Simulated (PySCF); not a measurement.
Mapped SMILES: `[CH2:1]=[CH:2][C:3]1([CH2:4][OH:5])[CH2:6][CH2:7][CH2:8][CH2:9][CH2:10]1`. Each H is labelled by its parent atom. Ha(C1) is cis to C3; Hb(C1) is trans to C3.

PySCF calculation with geometry from GFN2-xTB and NMR shieldings at PBE0/pcSseg-1/GIAO; gas phase, one averaged value for each set of equivalent atoms, one conformer, non-relativistic.

Task: List the cross peaks expected in HSQC, COSY and HMBC spectra.

Result: 

HSQC (one-bond C–H):
```csv
δH,δC
6.00 (H(C2)),158.0 (C2)
5.49 (Hb(C1)),120.3 (C1)
5.30 (Ha(C1)),120.3 (C1)
3.55 (H(C4)),64.8 (C4)
1.92 (Ha(C6)/Hb(C10)),33.9 (C6/C10)
1.77 (Ha(C8)),30.3 (C8)
1.62 (Hb(C7)/Ha(C9)),25.5 (C7/C9)
1.44 (Ha(C7)/Hb(C9)),25.5 (C7/C9)
1.13 (Hb(C6)/Ha(C10)),33.9 (C6/C10)
1.12 (Hb(C8)),30.3 (C8)
```

COSY cross peaks (H two or three bonds apart, from the bond graph; peaks can be absent where the dihedral angle is near 90°):
```csv
δH,δH
6.00 (H(C2)),5.49 (Hb(C1))
6.00 (H(C2)),5.30 (Ha(C1))
5.49 (Hb(C1)),5.30 (Ha(C1))
1.92 (Ha(C6)/Hb(C10)),1.62 (Hb(C7)/Ha(C9))
1.92 (Ha(C6)/Hb(C10)),1.44 (Ha(C7)/Hb(C9))
1.92 (Ha(C6)/Hb(C10)),1.13 (Hb(C6)/Ha(C10))
1.77 (Ha(C8)),1.62 (Hb(C7)/Ha(C9))
1.77 (Ha(C8)),1.44 (Ha(C7)/Hb(C9))
1.77 (Ha(C8)),1.12 (Hb(C8))
1.62 (Hb(C7)/Ha(C9)),1.44 (Ha(C7)/Hb(C9))
1.62 (Hb(C7)/Ha(C9)),1.13 (Hb(C6)/Ha(C10))
1.62 (Hb(C7)/Ha(C9)),1.12 (Hb(C8))
1.44 (Ha(C7)/Hb(C9)),1.13 (Hb(C6)/Ha(C10))
1.44 (Ha(C7)/Hb(C9)),1.12 (Hb(C8))
```

HMBC (two and three bonds, from the bond graph):
```csv
δH,δC
6.00 (H(C2)),"120.3 (C1), 64.8 (C4), 44.0 (C3), 33.9 (C6/C10)"
5.49 (Hb(C1)),"158.0 (C2), 44.0 (C3)"
5.30 (Ha(C1)),"158.0 (C2), 44.0 (C3)"
3.55 (H(C4)),"158.0 (C2), 44.0 (C3), 33.9 (C6/C10)"
1.92 (Ha(C6)/Hb(C10)),"158.0 (C2), 64.8 (C4), 44.0 (C3), 33.9 (C6/C10), 30.3 (C8), 25.5 (C7/C9)"
1.77 (Ha(C8)),"33.9 (C6/C10), 25.5 (C7/C9)"
1.62 (Hb(C7)/Ha(C9)),"44.0 (C3), 33.9 (C6/C10), 30.3 (C8), 25.5 (C7/C9)"
1.44 (Ha(C7)/Hb(C9)),"44.0 (C3), 33.9 (C6/C10), 30.3 (C8), 25.5 (C7/C9)"
1.13 (Hb(C6)/Ha(C10)),"158.0 (C2), 64.8 (C4), 44.0 (C3), 33.9 (C6/C10), 30.3 (C8), 25.5 (C7/C9)"
1.12 (Hb(C8)),"33.9 (C6/C10), 25.5 (C7/C9)"
```

Referencing at the same level of theory: ¹H, ¹³C vs TMS.

Short H···H contacts in this conformer between protons four or more bonds apart (candidates for NOE cross peaks, intensity ∝ r⁻⁶): H(C4)···Ha(C7) 2.25 Å, Ha(C1)···Ha(C6) 2.30 Å, H(C2)···Hb(C10) 2.42 Å, H(C4)···Hb(C10) 2.43 Å, Ha(C1)···Hb(C6) 2.53 Å, Hb(C8)···Ha(C10) 2.55 Å.

OH/NH shifts are gas-phase values; hydrogen bonding in solution moves them, usually downfield. Shifts are as computed. Against solution values, carbons near 30 ppm lie about +3 ppm off and those near 130 ppm about +5 ppm. Of 1211 compounds with measured shifts, 218 miss one by over three times the rms of a fit or turn the order of signals round; such compounds aren't used in these exercises.
